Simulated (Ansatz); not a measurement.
Level of theory: frozen-core CCSD(T)/cc-pVTZ // PBE-D3(BJ)/def2-SVP (Ansatz, a first-principles code). The restricted HF reference is unstable towards unrestricted orbitals.

Ansatz 0.2 input:
```yaml
crystal:
  periodic: [false, false, false]
  atoms:
    - { symbol: B, position_ang: [-2.264629, -0.247693, -0.022662] }
    - { symbol: C, position_ang: [-0.751704, -0.03517, 0.005142] }
    - { symbol: C, position_ang: [-0.145728, 1.17619, 0.315966] }
    - { symbol: O, position_ang: [1.211912, 1.072913, 0.261945] }
    - { symbol: C, position_ang: [1.496752, -0.227276, -0.088956] }
    - { symbol: O, position_ang: [2.79322, -0.545625, -0.198235] }
    - { symbol: C, position_ang: [0.347695, -0.952284, -0.259627] }
    - { symbol: H, position_ang: [-3.003308, 0.685481, 0.23925] }
    - { symbol: H, position_ang: [-2.744922, -1.330959, -0.301418] }
    - { symbol: H, position_ang: [-0.54139, 2.161133, 0.58531] }
    - { symbol: H, position_ang: [3.321843, 0.250884, 0.002107] }
    - { symbol: H, position_ang: [0.280257, -2.007596, -0.538822] }
basis:
  gaussian: { orbitals: cc-pVTZ }
correlation:
  method: ccsd_t
```

Output:

```
Functional definition: HF
1656 factors; integrals over basis functions are off by at most 1.1e-3 eV
mean field evaluation 1: about -8943.8354 eV, gradient 4.2e1 eV
mean field evaluation 2: about -8944.2864 eV, gradient 4.2e1 eV
mean field evaluation 4: about -8948.6914 eV, gradient 5.6e0 eV
mean field evaluation 8: about -8948.7988 eV, gradient 4.3e-1 eV
mean field evaluation 16: about -8943.8346 eV, gradient 4.2e1 eV
mean field evaluation 32: about -8939.6598 eV, gradient 2.0e1 eV
mean field -8948.79986162 eV, -328.8623292002 hartree, gradient 2.9e-6 eV, S^2 0.000000; 0 other end points of the search recorded, 0 dependent functions left out; unrestricted orbitals would lower it
7 core orbitals not correlated
reference -8948.79986162 eV, -328.8623292002 hartree; 18, 18 occupied and 255, 255 virtual orbitals, 1656 factors
second order -32.59156029 eV of doubles, -0.00000000 eV of singles
cycle   1  -32.11473237 eV  change    4.8e-1 eV  update   1.4e-1
cycle   2  -32.97399522 eV  change   -8.6e-1 eV  update   4.3e-2
cycle   3  -33.17374660 eV  change   -2.0e-1 eV  update   2.1e-2
cycle   4  -33.15448599 eV  change    1.9e-2 eV  update   5.3e-3
cycle   5  -33.15135030 eV  change    3.1e-3 eV  update   3.1e-3
cycle   6  -33.15344025 eV  change   -2.1e-3 eV  update   1.2e-3
cycle   7  -33.15301086 eV  change    4.3e-4 eV  update   6.2e-4
cycle   8  -33.15264106 eV  change    3.7e-4 eV  update   2.4e-4
cycle   9  -33.15271540 eV  change   -7.4e-5 eV  update   8.6e-5
cycle  10  -33.15279713 eV  change   -8.2e-5 eV  update   3.5e-5
cycle  11  -33.15273626 eV  change    6.1e-5 eV  update   1.7e-5
cycle  12  -33.15275195 eV  change   -1.6e-5 eV  update   9.1e-6
perturbative correction -1.61407597 eV, -0.0593161980 hartree
Total energy: -8983.56668955 eV, -330.1399865607 hartree
```

Cost: about 29 core-minutes (a rough figure).
